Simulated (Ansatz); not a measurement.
Steps of a relaxation of B2H8Si2, SMILES `B[SiH](B)[SiH3]` with RKS PBE-D4/def2-SVP.

```sh
$ ansatz run in.yaml --threads 2 --pin off --events-out ev --progress --plain --max-ram 4352MiB
```

```yaml
crystal:
  periodic: [false, false, false]
  atoms:
    - {symbol: B, position_ang: [-0.989100, 1.631100, -0.095500]}
    - {symbol: Si, position_ang: [0.326500, 0.375700, 0.344800]}
    - {symbol: B, position_ang: [-0.323600, -0.722100, 1.801000]}
    - {symbol: Si, position_ang: [0.815200, -0.903300, -1.431200]}
    - {symbol: H, position_ang: [-1.510200, 1.673600, -1.206400]}
    - {symbol: H, position_ang: [-1.402800, 2.470100, 0.701000]}
    - {symbol: H, position_ang: [1.588300, 1.080300, 0.744500]}
    - {symbol: H, position_ang: [-0.362200, -1.873700, 1.665600]}
    - {symbol: H, position_ang: [-0.564800, -0.208300, 2.890900]}
    - {symbol: H, position_ang: [1.209700, -0.076100, -2.519600]}
    - {symbol: H, position_ang: [-0.504200, -1.609600, -1.795500]}
    - {symbol: H, position_ang: [1.794100, -1.892800, -1.065600]}
basis:
  gaussian: {orbitals: def2-SVP}
hamiltonian: {xc: pbe, dispersion: d4}
relax: {f_tol: 0.03, max_steps: 200}
```

Positions (Å) and forces (eV/Å) along the path, 12 of 22 steps:

```xyz
12
step=1 energy=-17218.1899 eV
B    -0.989    1.631   -0.096   -1.935    2.112   -0.583
Si    0.327    0.376    0.345    1.568   -0.550    0.062
B    -0.324   -0.722    1.801    0.080    0.924    1.548
Si    0.815   -0.903   -1.431   -1.612   -0.861    0.071
H    -1.510    1.674   -1.206    0.025   -0.100    0.203
H    -1.403    2.470    0.701    0.130   -0.149   -0.110
H     1.588    1.080    0.745    0.145    0.292    0.406
H    -0.362   -1.874    1.666   -0.321   -1.433   -0.075
H    -0.565   -0.208    2.891   -0.077   -0.217   -0.230
H     1.210   -0.076   -2.520    0.593    0.783   -1.396
H    -0.504   -1.610   -1.796    0.452    0.138    0.013
H     1.794   -1.893   -1.066    0.953   -0.939    0.090
12
step=4 energy=-17218.8255 eV
B    -1.107    1.689   -0.076    0.002   -0.018    0.073
Si    0.364    0.370    0.341   -0.028    0.069    0.065
B    -0.361   -0.723    1.874   -0.001    0.125    0.064
Si    0.907   -0.952   -1.525    0.023    0.029    0.005
H    -1.910    1.512   -0.969   -0.031   -0.044    0.006
H    -1.198    2.693    0.609    0.009   -0.021   -0.055
H     1.533    1.165    0.874    0.081    0.010   -0.010
H    -0.883   -1.808    1.730   -0.058   -0.027   -0.047
H    -0.280   -0.251    2.996    0.009   -0.068   -0.057
H     1.385   -0.108   -2.678    0.007   -0.020   -0.001
H    -0.344   -1.676   -1.941   -0.021   -0.031   -0.028
H     1.971   -1.966   -1.199    0.008   -0.004   -0.015
12
step=5 energy=-17218.8393 eV
B    -1.121    1.662   -0.069   -0.254    0.214   -0.108
Si    0.375    0.379    0.350   -0.127    0.027    0.076
B    -0.379   -0.720    1.858   -0.193   -0.208    0.249
Si    0.921   -0.939   -1.516    0.064    0.011   -0.056
H    -2.029    1.404   -0.865    0.294    0.042    0.316
H    -1.117    2.753    0.507   -0.046   -0.314   -0.209
H     1.550    1.158    0.864    0.173    0.074    0.024
H    -1.057   -1.740    1.698    0.221    0.398    0.012
H    -0.164   -0.317    3.002   -0.069   -0.179   -0.279
H     1.413   -0.084   -2.653   -0.007    0.000   -0.010
H    -0.312   -1.674   -1.954   -0.062   -0.045   -0.030
H     1.998   -1.938   -1.188    0.005   -0.019    0.014
12
step=7 energy=-17218.9150 eV
B    -1.114    1.636   -0.077   -0.087   -0.026    0.001
Si    0.429    0.448    0.407    0.013   -0.029   -0.069
B    -0.388   -0.715    1.824    0.019    0.002    0.050
Si    0.926   -0.910   -1.479   -0.081    0.085    0.132
H    -2.083    1.194   -0.678    0.130    0.054    0.089
H    -1.109    2.801    0.286   -0.028   -0.064   -0.095
H     1.648    1.201    0.870    0.026    0.022    0.024
H    -1.220   -1.561    1.544    0.043    0.086    0.018
H    -0.073   -0.537    2.991   -0.046   -0.088   -0.102
H     1.409   -0.071   -2.630    0.003    0.018   -0.027
H    -0.338   -1.621   -1.872   -0.009   -0.030   -0.032
H     1.991   -1.919   -1.151    0.018   -0.030    0.011
12
step=10 energy=-17218.9095 eV rejected
B    -1.090    1.638   -0.157   -0.076    0.253   -0.018
Si    0.445    0.554    0.523   -0.041   -0.139    0.095
B    -0.283   -0.838    1.765   -0.640    0.437    0.474
Si    0.859   -0.836   -1.357    0.050    0.024   -0.116
H    -2.082    1.032   -0.538    0.118    0.108    0.035
H    -1.078    2.873   -0.200    0.018   -0.440   -0.008
H     1.698    1.282    0.936    0.011   -0.025   -0.027
H    -1.349   -1.372    1.433    0.526   -0.040    0.041
H     0.114   -0.976    2.928    0.039   -0.177   -0.494
H     1.337   -0.012   -2.523    0.001   -0.021   -0.010
H    -0.412   -1.543   -1.739    0.003    0.012    0.019
H     1.918   -1.858   -1.037   -0.008    0.009    0.009
12
step=12 energy=-17218.9710 eV
B    -1.089    1.651   -0.175    0.010    0.048   -0.008
Si    0.416    0.554    0.536   -0.043    0.010    0.043
B    -0.322   -0.801    1.799    0.001    0.004    0.039
Si    0.851   -0.830   -1.349   -0.004   -0.024   -0.027
H    -2.085    1.070   -0.564    0.002    0.011    0.000
H    -1.051    2.867   -0.231    0.004   -0.051   -0.020
H     1.677    1.272    0.938    0.006    0.003    0.000
H    -1.305   -1.429    1.450    0.019   -0.003    0.010
H     0.159   -1.014    2.898    0.000   -0.015   -0.054
H     1.332   -0.004   -2.512   -0.001   -0.001    0.010
H    -0.417   -1.541   -1.736    0.009    0.008    0.006
H     1.910   -1.850   -1.021   -0.004    0.010    0.001
12
step=13 energy=-17218.9802 eV
B    -1.085    1.668   -0.215    0.016    0.075    0.012
Si    0.381    0.576    0.577   -0.033    0.010    0.021
B    -0.304   -0.837    1.804    0.049   -0.002    0.064
Si    0.826   -0.811   -1.314   -0.003   -0.004   -0.001
H    -2.095    1.089   -0.569   -0.004    0.014   -0.009
H    -1.006    2.876   -0.368    0.005   -0.109   -0.011
H     1.654    1.283    0.961    0.009    0.003    0.001
H    -1.304   -1.442    1.469   -0.003   -0.012    0.014
H     0.243   -1.126    2.856   -0.035    0.012   -0.106
H     1.312    0.021   -2.472   -0.001    0.003    0.007
H    -0.434   -1.527   -1.713    0.003    0.004    0.004
H     1.889   -1.825   -0.982   -0.002    0.005    0.004
12
step=15 energy=-17218.9885 eV
B    -1.075    1.677   -0.273    0.004    0.151    0.068
Si    0.337    0.607    0.635   -0.036    0.005    0.015
B    -0.278   -0.884    1.802    0.063    0.005    0.059
Si    0.790   -0.780   -1.263   -0.001   -0.007    0.007
H    -2.111    1.116   -0.579    0.019    0.006   -0.028
H    -0.935    2.862   -0.545    0.004   -0.194    0.002
H     1.625    1.302    0.996   -0.003   -0.004   -0.007
H    -1.304   -1.461    1.495    0.012   -0.007    0.016
H     0.354   -1.263    2.777   -0.067    0.041   -0.131
H     1.280    0.058   -2.414    0.002    0.004    0.001
H    -0.463   -1.501   -1.673   -0.001   -0.001   -0.001
H     1.856   -1.788   -0.924    0.004   -0.001   -0.001
12
step=16 energy=-17218.9932 eV
B    -1.077    1.682   -0.282   -0.015    0.042   -0.034
Si    0.304    0.615    0.658    0.018    0.005   -0.005
B    -0.273   -0.898    1.799    0.014   -0.044    0.042
Si    0.776   -0.769   -1.243   -0.016    0.000   -0.001
H    -2.130    1.152   -0.583   -0.002   -0.016    0.003
H    -0.881    2.834   -0.618    0.000   -0.007   -0.003
H     1.601    1.300    1.003    0.009    0.002    0.003
H    -1.308   -1.479    1.534   -0.008    0.008   -0.016
H     0.408   -1.303    2.722    0.000   -0.003   -0.007
H     1.270    0.081   -2.384    0.002    0.002    0.005
H    -0.463   -1.502   -1.674    0.000    0.005    0.008
H     1.849   -1.768   -0.899   -0.002    0.007    0.006
12
step=18 energy=-17218.9950 eV rejected
B    -1.058    1.682   -0.332    0.036    0.077    0.009
Si    0.270    0.657    0.724   -0.016    0.001    0.004
B    -0.243   -0.937    1.785    0.051    0.002    0.046
Si    0.727   -0.735   -1.185    0.008    0.012    0.014
H    -2.116    1.151   -0.613    0.004    0.000   -0.010
H    -0.815    2.796   -0.770   -0.016   -0.125    0.044
H     1.586    1.322    1.039   -0.002   -0.001   -0.001
H    -1.293   -1.496    1.530    0.011   -0.004    0.000
H     0.498   -1.417    2.630   -0.070    0.054   -0.090
H     1.223    0.119   -2.321    0.003    0.007   -0.014
H    -0.506   -1.472   -1.618   -0.020   -0.009   -0.003
H     1.805   -1.726   -0.837    0.010   -0.013    0.002
12
step=20 energy=-17218.9962 eV
B    -1.054    1.676   -0.332    0.027    0.032    0.001
Si    0.274    0.667    0.734   -0.006   -0.002    0.002
B    -0.240   -0.937    1.775    0.019    0.018    0.023
Si    0.722   -0.729   -1.175   -0.006   -0.004   -0.005
H    -2.107    1.137   -0.613   -0.002    0.000   -0.005
H    -0.812    2.783   -0.780   -0.010   -0.050    0.022
H     1.591    1.331    1.048   -0.005   -0.002    0.000
H    -1.289   -1.493    1.510    0.004   -0.006   -0.005
H     0.496   -1.422    2.615   -0.022    0.015   -0.031
H     1.215    0.119   -2.318    0.000    0.002   -0.001
H    -0.518   -1.462   -1.598    0.000   -0.004   -0.004
H     1.798   -1.725   -0.832    0.001    0.000    0.002
12
step=22 energy=-17218.9964 eV
B    -1.051    1.675   -0.330    0.001   -0.007    0.003
Si    0.276    0.668    0.735   -0.004   -0.014   -0.017
B    -0.240   -0.933    1.776   -0.002    0.003   -0.006
Si    0.721   -0.731   -1.177   -0.006    0.014    0.020
H    -2.102    1.133   -0.618    0.001    0.000    0.000
H    -0.814    2.782   -0.772    0.001    0.003    0.000
H     1.591    1.333    1.052    0.006    0.002    0.000
H    -1.284   -1.495    1.504    0.000    0.000    0.001
H     0.492   -1.415    2.618    0.001    0.000    0.002
H     1.211    0.117   -2.321    0.001    0.001   -0.002
H    -0.520   -1.464   -1.598   -0.003   -0.002   -0.002
H     1.797   -1.726   -0.835    0.003   -0.001    0.000
```

Hardware: 2 threads of an Intel Xeon Platinum 8488C on a shared host. Wall time 31 s, peak host memory 0.15 GiB.
